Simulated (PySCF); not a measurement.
# Electronic absorption of C5HF5

Species: C₅HF₅.
SMILES: `FC(F)=C(F)C1=C(F)[C@H]1F`

Level of theory: TDDFT PBE0/def2-SVPD, vertical, gas phase, core orbitals frozen in the response (PySCF). Isolated species at its PBE0-D3(BJ)/def2-SVP geometry (one conformer only). Torsions of this conformer, `[F:1][C:2]([F:3])=[C:4]([F:5])[C:6]1=[C:7]([F:8])[C@H:9]1[F:10]`: C2–C4–C6–C7 178°.

Question: Predict the UV-vis stick spectrum at this level.

Answer: 

```csv
state,λ (nm),E (eV),f,"main configurations (H = HOMO, L = LUMO)"
S1,216.1,5.74,0.498,H→L (95%)
S2,193.6,6.40,0.011,"H→L+1 (57%), H-1→L (27%), H→L+2 (10%)"
S3,192.0,6.46,0.0006,"H-1→L (65%), H→L+1 (16%), H→L+2 (14%)"
S4,185.7,6.68,0.0062,"H→L+2 (63%), H→L+1 (24%)"
S5,177.9,6.97,0.017,"H-2→L (68%), H-3→L (24%)"
S6,171.0,7.25,0.016,H→L+3 (88%)
```

The lowest singlet lies at 5.74 eV (216 nm, ultraviolet) and is strong; its leading configuration is HOMO→LUMO (95%). The lowest level is also the most intense of those listed (f = 0.498). Löwdin shares by element: HOMO carbon 64% or more (atoms not listed hold the other 36%); LUMO carbon 74% or more (atoms not listed hold the other 26%). Orbital energies (eV): HOMO-3 -10.39, HOMO-2 -9.73, HOMO-1 -9.49, HOMO -7.48, LUMO -1.54, LUMO+1 0.22, LUMO+2 0.58. Of the 6 states listed, 4 reach f = 0.01 and none stays under 0.0005. The oscillator strengths of these states sum to 0.549; summed over the whole spectrum of an exact calculation they would give the number of electrons, 76 (Thomas–Reiche–Kuhn). Singlets were solved by full linear response.
